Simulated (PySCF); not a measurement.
C₃H₉GeN, SMILES [CH3][GeH]1[CH2]N[CH2]1. Coordinates come from a PBE0-D3(BJ)/def2-SVP optimisation. The structure was generated by enumeration, and PubChem lists no compound with its InChIKey, so it may never have been made.

Computed equilibrium geometry at PBE0-D3(BJ)/def2-SVP (PySCF confirms it by a frequency run) as bond lengths and angles, and its point group:
point group Cs.
Atoms: C1 Ge2 C3 N4 C5 H6 H7 H8 H9 H10 H11 H12 H13 H14. Bond lengths (Å): C1–Ge2 1.950, C1–H6 1.100, C1–H7 1.100, C1–H8 1.099, Ge2–C3 1.983, Ge2–C5 1.983, Ge2–H9 1.542, C3–N4 1.461, C3–H10 1.102, C3–H11 1.111, N4–C5 1.461, N4–H12 1.018, C5–H13 1.111, C5–H14 1.102. Bond angles (°): Ge2–C1–H6 110.5, Ge2–C1–H7 110.5, Ge2–C1–H8 110.3, H6–C1–H7 108.1, H6–C1–H8 108.6, H7–C1–H8 108.6, C1–Ge2–C3 119.5, C1–Ge2–C5 119.5, C1–Ge2–H9 110.9, C3–Ge2–C5 72.2, C3–Ge2–H9 115.0, C5–Ge2–H9 115.0, Ge2–C3–N4 87.3, Ge2–C3–H10 119.9, Ge2–C3–H11 111.0, N4–C3–H10 114.1, N4–C3–H11 115.3, H10–C3–H11 108.3, C3–N4–C5 106.2, C3–N4–H12 115.7, C5–N4–H12 115.7, Ge2–C5–N4 87.3, Ge2–C5–H13 111.0, Ge2–C5–H14 119.9, N4–C5–H13 115.3, N4–C5–H14 114.1, H13–C5–H14 108.3.
Charge 0, spin multiplicity 1.
